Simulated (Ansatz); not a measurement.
Reaction (formal exchange of groups at the Si–H bond): `ClC1C[SiH2]1` + `FCC=C(F)F` → `F[Si@H]1C[C@@H]1Cl` + `F/C=C\CF`

Isolated molecules relaxed with PBE0-D4/def2-TZVP in Ansatz; ΔE leaves out vibrations. CBS: MP2 limit from def2 TZ/QZ plus the TZ coupled-cluster correction, frozen cores. DFT in def2-TZVPP. B3LYP here is the variant with VWN-RPA as its local correlation; programs differ in this. Each species was taken in one conformer, which may not be the lowest.

`ClC1C[SiH2]1`:

Z-matrix (Å, degrees):
```
C
C 1 1.532
Si 1 1.855 2 65.5
Cl 1 1.761 2 117.2 3 -115.3
H 1 1.084 2 115.4 3 112.3
H 2 1.085 1 116.2 3 -115.7
H 2 1.086 1 115.0 3 109.0
H 3 1.475 1 118.2 2 -103.8
H 3 1.478 1 119.0 2 106.6
```

`FCC=C(F)F`:

Z-matrix (Å, degrees):
```
C
C 1 1.482
F 1 1.389 2 110.4
H 1 1.094 2 110.9 3 -118.3
H 1 1.092 2 111.5 3 119.9
C 2 1.319 1 123.0 3 -111.6
H 2 1.082 1 119.8 3 67.3
F 6 1.312 2 125.6 1 -0.9
F 6 1.310 2 124.7 1 -180.0
```

`F[Si@H]1C[C@@H]1Cl`:

```xyz
9

F    -1.302    1.821   -0.935
Si   -0.750    0.811    0.164
C    -0.279   -0.895   -0.287
C     0.916    0.076   -0.028
Cl    1.965   -0.293    1.337
H    -1.300    1.143    1.487
H    -0.338   -1.292   -1.296
H    -0.417   -1.663    0.470
H     1.506    0.292   -0.913
```

`F/C=C\CF`:

Z-matrix (Å, degrees):
```
C
F 1 1.387
C 1 1.485 2 109.9
H 1 1.095 2 107.0 3 120.6
H 1 1.091 2 108.2 3 -121.9
C 3 1.320 1 124.9 2 -124.7
H 3 1.084 1 117.9 2 55.4
F 6 1.336 3 122.6 1 -0.1
H 6 1.084 3 125.2 1 -179.6
```

| level | ΔE (kJ/mol) | difference from CCSD(T)/CBS |
| --- | --- | --- |
| PBE-D4 | -160.8 | 26.0 |
| PBE0-D4 | -166.3 | 20.5 |
| B3LYP-D4 | -177.6 | 9.2 |
| ωB97X-V | -173.3 | 13.5 |
| B2PLYP | -182.2 | 4.6 |
| PBE | -160.9 | 25.9 |
| r2SCAN | -170.8 | 16.0 |
| MP2/def2-TZVPP | -186.4 | 0.4 |
| SCS-MP2/def2-TZVPP | -186.7 | 0.1 |
| CCSD(T)/def2-TZVPP | -179.9 | 6.9 |
| HF/def2-QZVPP | -190.4 | -3.6 |
| MP2/def2-QZVPP | -191.0 | -4.2 |
| SCS-MP2/def2-QZVPP | -191.4 | -4.6 |
| HF/CBS(def2) | -190.7 | -3.9 |
| MP2/CBS(def2) | -193.3 | -6.5 |
| CCSD/CBS(def2) | -189.8 | -3.0 |
| CCSD(T)/CBS | -186.8 | 0 |

Largest T1 diagnostic among the species: 0.012.

From PBE to PBE0 (25 % exact exchange), in def2-TZVPP and without D4, ΔE moves by −5.4 kJ/mol.
